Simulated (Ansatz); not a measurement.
Input for Ansatz (an electronic-structure program): R-CCSD(T)/cc-pVTZ on GeH5NO (SMILES [NH2][GeH2][OH]), a point of a torsion scan. The run froze 16 orbitals, filled d shells among them.

Ansatz 0.2 input:
```yaml
crystal:
  periodic: [false, false, false]
  atoms:
    - {symbol: N, position_ang: [1.30567632, -0.23722812, 0.12460457]}
    - {symbol: Ge, position_ang: [-0.35569435, 0.46705881, 0.12841147]}
    - {symbol: O, position_ang: [-1.06327255, 0.52875482, -1.47044492]}
    - {symbol: H, position_ang: [1.42623501, -1.23129915, 0.24252358]}
    - {symbol: H, position_ang: [1.94855407, 0.09192475, -0.58044117]}
    - {symbol: H, position_ang: [-0.27549829, 1.91380234, 0.46239720]}
    - {symbol: H, position_ang: [-1.20004292, -0.35778730, 1.05568597]}
    - {symbol: H, position_ang: [-1.29214392, -0.28681755, -1.91047250]}
basis:
  gaussian:
    orbitals: cc-pVTZ
magnetization: {spin_polarized: false}
correlation: {method: ccsd_t, electrons: outside_noble_gas}
scf: {lower_state_search: off}
```

It printed:

```
WARN ansatz: RAYON_NUM_THREADS=1 ignored (pool sized by the plan → 1); use --threads N
Functional definition: HF
these checks for a lower state are left out or cut short: stability, starts, cluster_reference, orbital_swaps, neighbouring_geometries, increment
integrals: 0.53 GiB planned
1020 factors; integrals over basis functions are off by at most 9.6e-4 eV
mean field: 0.50 GiB planned
mean field evaluation 1: about -60070.9458 eV, gradient 4.7e1 eV
mean field evaluation 2: about -60071.0353 eV, gradient 4.7e1 eV
mean field evaluation 4: about -60075.0601 eV, gradient 2.9e0 eV
mean field evaluation 8: about -60075.0934 eV, gradient 2.2e-1 eV
mean field -60075.09359502 eV, -2207.7189692561 hartree, gradient 2.6e-6 eV, S^2 0.000000; 0 other end points of the search recorded, 0 dependent functions left out
16 core orbitals not correlated
reference -60075.09359502 eV, -2207.7189692561 hartree; 10, 10 occupied and 147, 147 virtual orbitals, 1020 factors
second order -15.94610890 eV of doubles, -0.00000000 eV of singles
coupled cluster: 1.35 GiB planned
cycle   1  -16.13156827 eV  change   -1.9e-1 eV  update   8.0e-2
cycle   2  -16.50277681 eV  change   -3.7e-1 eV  update   2.3e-2
cycle   3  -16.58522916 eV  change   -8.2e-2 eV  update   1.2e-2
cycle   4  -16.57604886 eV  change    9.2e-3 eV  update   2.7e-3
cycle   5  -16.57602765 eV  change    2.1e-5 eV  update   1.4e-3
cycle   6  -16.57644504 eV  change   -4.2e-4 eV  update   4.1e-4
cycle   7  -16.57619739 eV  change    2.5e-4 eV  update   1.4e-4
cycle   8  -16.57615874 eV  change    3.9e-5 eV  update   4.4e-5
cycle   9  -16.57616586 eV  change   -7.1e-6 eV  update   1.5e-5
perturbative correction -0.57241826 eV, -0.0210359830 hartree
Total energy: -60092.24217914 eV, -2208.3491680987 hartree
Checks for a lower state left out: stability, starts, cluster_reference, orbital_swaps, neighbouring_geometries, increment
```

The calculation finished and met its thresholds.

Cost: around 18 core-seconds (rough).
